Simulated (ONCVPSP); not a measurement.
Building the ONCV potential for Cl (Z = 17) (LDA (Perdew-Wang 92), scalar-relativistic).

| Item | Value |
| --- | --- |
| Element | chlorine (Cl) |
| Generator | ONCVPSP 4.0.1 |
| Type | optimised norm-conserving Vanderbilt (ONCV) |
| Functional | LDA (Perdew-Wang 92) |
| Relativity | scalar-relativistic |
| Frozen core | [He] |
| Valence charge | 15 |
| Reference configuration | 2s2 2p6 3s2 3p5 |
| Partial waves | 2s+3s: rc 0.80 bohr, ncon 4, nbas 7, qcut 17.3 1/bohr, 2 projectors; 2p+3p: rc 0.55 bohr, ncon 4, nbas 9, qcut 31.3 1/bohr, 2 projectors; d scattering state at 0.02 Ha: rc 0.75 bohr, ncon 4, nbas 8, qcut 15.1 1/bohr, 1 projector |
| Local potential | polynomial inside 0.45 bohr (lpopt 4, dvloc0 3 Ha) |
| Core correction | none |

All-electron outer shells of the reference configuration (LDA (PZ), scalar-relativistic, ld1.x):

| shell | level (eV) | outermost node (bohr) | outermost maximum (bohr) |
| --- | --- | --- | --- |
| 1s | -2741.96 | – | 0.06 |
| 2s | -251.73 | 0.12 | 0.36 |
| 2p | -191.63 | – | 0.30 |
| 3s | -20.69 | 0.56 | 1.27 |
| 3p | -8.70 | 0.53 | 1.43 |

Does the generator finish with these settings?

Yes, a potential is produced and its reference levels are reproduced.

Estimate the cutoffs (Ha) at which the residual kinetic energy of the hardest occupied pseudo-wave falls to 1 and 0.1 mHa per electron.

314 Ha and 364 Ha.

Does the potential have ghost states?

No bound ghost flagged; no localised positive-energy state flagged.

Which valence shell sets the plane-wave cutoff?

2p: 314 Ha for 1 mHa per electron, against 265 Ha for 3p.

Tests: 2s2 2p6 3s2 3p4; 2s2 2p6 3s2 3p3; 2s2 2p6 3s2 3p2; 2s1 2p6 3s2 3p5. Which has the largest error in its energy relative to the reference configuration, and how large is it?

2s1 2p6 3s2 3p5, with -403 meV (all-electron minus pseudo) on +268.43 eV.
